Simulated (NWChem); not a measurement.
Everything below was run with NWChem. System: H$_{2}$Se, charge 1, spin multiplicity 2, at the geometry of a parent with another charge or spin, in a state set for the comparison that need not be this species' ground state. Its SCF solution wasn't tested for a lower state. Level: UMP2/def2-TZVPD, 9 core orbitals frozen.

The NWChem input:

```
start mol
memory heap 200 mb stack 900 mb global 1100 mb
charge 1
geometry units angstroms nocenter noautoz
  Se     0.000000     0.000000    -0.057076
  H      1.050246     0.000000     0.970291
  H     -1.050246     0.000000     0.970291
  symmetry group C2v
end
basis spherical
  * library def2-tzvpd
end
scf
  uhf
  nopen 1
  maxiter 100
  thresh 1e-7
  semidirect memsize 60000000 filesize 0
  # guess.movecs holds the orbitals of an unrestricted PBE0 run
  vectors input guess.movecs output mol.movecs
end
mp2
  freeze core 9
end
task mp2 energy
```

Part of the output:

```
             Northwest Computational Chemistry Package (NWChem) 7.3.0
             --------------------------------------------------------

                                NWChem Input Module
                                -------------------

 Scaling coordinates for geometry "geometry" by  1.889725989
 (inverse scale =  0.529177249)

 Turning off AUTOSYM since
 SYMMETRY directive was detected!

                             Geometry "geometry" -> ""
                             -------------------------

 Output coordinates in angstroms (scale by  1.889725989 to convert to a.u.)

  No.       Tag          Charge          X              Y              Z
 ---- ---------------- ---------- -------------- -------------- --------------
    1 Se                  34.0000     0.00000000     0.00000000    -0.05707600
    2 H                    1.0000     1.05024600     0.00000000     0.97029100
    3 H                    1.0000    -1.05024600     0.00000000     0.97029100

 Effective nuclear repulsion energy (a.u.)      24.7444849950

            Nuclear Dipole moment (a.u.)
            ----------------------------
        X                 Y               Z
 ---------------- ---------------- ----------------
     0.0000000000     0.0000000000    -0.0000037795

      Symmetry information
      --------------------

 Group name             C2v
 Group number             16
 Group order               4
 No. of unique centers     2

      Symmetry unique atoms

     1    2


 Summary of "ao basis" -> "" (spherical)
 ------------------------------------------------------------------------------
       Tag                 Description            Shells   Functions and Types
 ---------------- ------------------------------  ------  ---------------------
 *                         def2-tzvpd                 on all atoms

 Summary of "ao basis" -> "ao basis" (spherical)
 ------------------------------------------------------------------------------
       Tag                 Description            Shells   Functions and Types
 ---------------- ------------------------------  ------  ---------------------
 Se                        def2-tzvpd               19       57   7s6p5d1f
 H                         def2-tzvpd                5        9   3s2p

                                 NWChem SCF Module
                                 -----------------

  ao basis        = "ao basis"
  functions       =    75
  atoms           =     3
  alpha electrons =    18
  beta  electrons =    17
  charge          =   1.00
  wavefunction    = UHF
  use symmetry    = T
  symmetry adapt  = T

 Summary of "ao basis" -> "ao basis" (spherical)
 ------------------------------------------------------------------------------
       Tag                 Description            Shells   Functions and Types
 ---------------- ------------------------------  ------  ---------------------
 Se                        def2-tzvpd               19       57   7s6p5d1f
 H                         def2-tzvpd                5        9   3s2p

      Symmetry analysis of basis
      --------------------------

        a1         32
        a2          8
        b1         20
        b2         15

 Forming initial guess at       0.0s

   Symmetry analysis of molecular orbitals - initial alpha
   -------------------------------------------------------

  Numbering of irreducible representations:

     1 a1          2 a2          3 b1          4 b2

  Orbital symmetries:

     1 a1          2 a1          3 b2          4 b1          5 a1
[...]
 -----------   ------   -------------------------------------------------------
    1 Se  34    17.39   1.00  1.00  0.58  0.38  0.53  0.51  0.02  3.00  2.97  0.57  1.39  0.36 -0.01  4.48  0.52  0.01  0.04  0.00  0.00
    2 H    1     0.31   0.10  0.22 -0.01  0.01 -0.01
    3 H    1     0.31   0.10  0.22 -0.01  0.01 -0.01

   Mulliken analysis of the beta density
   -------------------------------------

    Atom       Charge   Shell Charges
 -----------   ------   -------------------------------------------------------
    1 Se  34    16.25   1.00  1.00  0.58  0.39  0.52  0.48  0.02  3.00  2.96  0.34  0.74  0.18 -0.00  4.49  0.52  0.01  0.04  0.00  0.01
    2 H    1     0.37   0.11  0.25  0.01  0.01 -0.01
    3 H    1     0.37   0.11  0.25  0.01  0.01 -0.01

   Mulliken analysis of the spin density
   -------------------------------------

    Atom       Charge   Shell Charges
 -----------   ------   -------------------------------------------------------
    1 Se  34     1.13  -0.00  0.00  0.00 -0.00  0.01  0.03  0.00  0.00  0.01  0.24  0.65  0.19 -0.00 -0.01  0.00  0.01  0.01  0.00 -0.00
    2 H    1    -0.07  -0.01 -0.03 -0.02  0.00 -0.01
    3 H    1    -0.07  -0.01 -0.03 -0.02  0.00 -0.01

       Multipole analysis of the density wrt the origin
       ------------------------------------------------

     L   x y z        total         alpha         beta         nuclear
     -   - - -        -----         -----         ----         -------
     0   0 0 0      1.000000    -18.000000    -17.000000     36.000000

     1   1 0 0     -0.000000     -0.000000     -0.000000      0.000000
     1   0 1 0     -0.000000     -0.000000     -0.000000      0.000000
     1   0 0 1      0.556491      0.307296      0.249199     -0.000004

     2   2 0 0    -10.092942     -9.352812     -8.618016      7.877887
     2   1 1 0      0.000000      0.000000      0.000000      0.000000
     2   1 0 1     -0.000000      0.000000     -0.000000      0.000000
     2   0 2 0    -11.864742     -7.706909     -4.157834      0.000000
     2   0 1 1     -0.000000     -0.000000      0.000000      0.000000
     2   0 0 2    -10.992515     -9.381297     -8.730813      7.119595

                   NWChem MP2 Semi-direct Energy/Gradient Module
                   ---------------------------------------------

  Basis functions       =     75
  Molecular orbitals    =     75
  Frozen core           =      9
  Frozen virtuals       =      0
  Active alpha occupied =      9
  Active beta occupied  =      8
  Active alpha virtual  =     57
  Active beta virtual   =     58
  Use MO symmetry       = T
  Use skeleton AO sym   = T

  AO/Fock/Back tols     =   1.0D-09  1.0D-09  1.0D-09

 GA uses MA = F    GA memory limited = T

 Available:
  local mem=  1.26D+08
 global mem=  1.44D+08
 local disk=  0.00D+00
  mp2_memr nvloc                    57
  nvloc new                    57
   1 passes of   9:        4194304                      37114                   4980667.
   1 passes of   9: M    126150265           G      144167950           F     121955961.

 Semi-direct pass number   1 of   1  for UHF alpha       at        0.7s
  vrange nnbf                  2850
  mp2_eaftype                    18  avail_ma_in_mb                  1099
 EAF : mp2_eaftype filesize          18    2490333.
  mp2_eaf for mointskh                     18
Node 0 wrote     11.7 Mb in      0.0 s     Agg I/O rate:  6201.2 Mb/s
 Done moints_semi at        2.0s
  mp2_eaftype                    18  avail_ma_in_mb                  1081
 EAF : mp2_eaftype filesize          18    2490333.
  mp2_eaf for kh                    18
 Done maket at        2.1s
 Done multipass loop at        2.1s

 GA uses MA = F    GA memory limited = T

 Available:
  local mem=  1.26D+08
 global mem=  1.44D+08
 local disk=  0.00D+00
  mp2_memr nvloc                    58
  nvloc new                    58
   1 passes of   8:        4194304                      34665                   4505857.
   1 passes of   8: M    126150265           G      144167950           F     121955961.

 Semi-direct pass number   1 of   1  for UHF beta        at        2.1s
  vrange nnbf                  2850
  mp2_eaftype                    17  avail_ma_in_mb                  1099
 EAF : mp2_eaftype filesize          17    2252928.
  mp2_eaf for mointskh                     17
Node 0 wrote     10.6 Mb in      0.0 s     Agg I/O rate:  6770.9 Mb/s
 Done moints_semi at        3.4s
  mp2_eaftype                    17  avail_ma_in_mb                  1082
 EAF : mp2_eaftype filesize          17    2252928.
  mp2_eaf for kh                    17
 Done maket at        3.4s
 Done multipass loop at        3.4s

          -------------------------------------------
          SCF energy               -2400.682887735368
          Correlation energy          -0.244295153910
          Singlet pairs                0.000000000000
          Triplet pairs                0.000000000000
          Total MP2 energy         -2400.927182889278
          -------------------------------------------

          ---------------------------------------------------
                    Spin Component Scaled (SCS) MP2
          Same spin pairs                     -0.068009079561
          Same spin scaling factor             0.333333333333
          Opposite spin pairs                 -0.176286074349
          Opposite spin scaling fact.          1.200000000000
          SCS-MP2 correlation energy          -0.234212982406
          Total SCS-MP2 energy             -2400.917100717774
          ---------------------------------------------------

 -----------------------
 Performance information
 -----------------------

 Timer overhead =  1.21D-07 seconds/call

               Nr. of calls         CPU time (s)                 Wall time (s)                GFlops
             ---------------    -------------------     ------------------------------   -------------------
Name         Min   Avg   Max    Min     Avg     Max     Min     Avg     Max   Mx/calls   Min     Max     Sum
mp2: moin     2     2     2    2.6     2.6     2.6      2.6     2.6     2.6     1.3      0.0     0.0     0.0
mp2: make     2     2     2   6.48E-2 6.48E-2 6.48E-2  6.48E-2 6.48E-2 6.48E-2 3.24E-2   0.0     0.0     0.0
mp2: tota     1     1     1    2.8     2.8     2.8      2.8     2.8     2.8     2.8      0.0     0.0     0.0

 The average no. of pstat calls per process was 5.00D+00
 with a timing overhead of 6.06D-07s

 Task  times  cpu:        3.4s     wall:        3.4s

 Total times  cpu:        3.4s     wall:        3.4s
```
